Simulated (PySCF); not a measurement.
A series of related molecules.

All values: PBE0/pcSseg-1 (PySCF) at GFN2-xTB geometries, gas phase, one conformer each.

Question: Rank by the highest IAO charge on any atom, highest value first.
A. `COC1=CP=CP=C1C(C)=O`
B. `p1cc(C=C)c(C(C)=O)pc1`
C. `CC(=O)c1ccpcp1`

Answer: A (+0.518 e), C (+0.493 e), B (+0.448 e).

Question: Rank by HOMO energy, lowest first.
A. `C=Cc1cpcpc1C(C)=O`
B. `CC(=O)c1cc(F)pcp1`
C. `O(C)c1c(C(=O)C)pcpc1`
D. `CC(=O)c1ccpcp1`

Answer: B (-7.43 eV), D (-7.21 eV), A (-7.07 eV), C (-6.87 eV).

All values together:

```csv
SMILES,change,formula,μ (D),HOMO (eV),LUMO (eV),lowest IAO charge (e),highest IAO charge (e),lowest Hirshfeld charge (e),highest Hirshfeld charge (e)
CC(=O)c1ccpcp1,parent,C6H6OP2,3.33,-7.21,-2.86,-0.638 (C),+0.493 (P),-0.228 (O),+0.151 (C/P)
CC(=O)c1cc(F)pcp1,H replaced by F,C6H5FOP2,1.82,-7.43,-3.05,-0.634 (C),+0.479 (P),-0.222 (O),+0.153 (C)
COc1cpcpc1C(C)=O,H replaced by OCH3,C7H8O2P2,5.11,-6.87,-2.72,-0.664 (C),+0.518 (P),-0.234 (O),+0.153 (P)
C=Cc1cpcpc1C(C)=O,H replaced by vinyl,C8H8OP2,1.45,-7.07,-2.81,-0.636 (C),+0.448 (P),-0.210 (O),+0.153 (C)
```

Conformers: `[CH3:1][C:2](=[O:3])[c:4]1[cH:5][cH:6][p:7][cH:8][p:9]1` with C1–C2–C4–C5 1°; `[CH3:1][C:2](=[O:3])[c:4]1[cH:5][c:6]([F:7])[p:8][cH:9][p:10]1` with C1–C2–C4–C5 0°; `[CH3:1][O:2][c:3]1[cH:4][p:5][cH:6][p:7][c:8]1[C:9]([CH3:10])=[O:11]` with C1–O2–C3–C4 -1°, P7–C8–C9–C10 179°; `[CH2:1]=[CH:2][c:3]1[cH:4][p:5][cH:6][p:7][c:8]1[C:9]([CH3:10])=[O:11]` with C1–C2–C3–C4 -48°, P7–C8–C9–C10 -24°.

Question: Give the shifts from the parent, `CC(=O)c1ccpcp1`.

Answer: 
| SMILES | change in μ (D) | change in HOMO (eV) | change in LUMO (eV) |
| --- | --- | --- | --- |
| CC(=O)c1cc(F)pcp1 | -1.51 | -0.22 | -0.19 |
| COc1cpcpc1C(C)=O | +1.78 | +0.34 | +0.14 |
| C=Cc1cpcpc1C(C)=O | -1.88 | +0.14 | +0.05 |
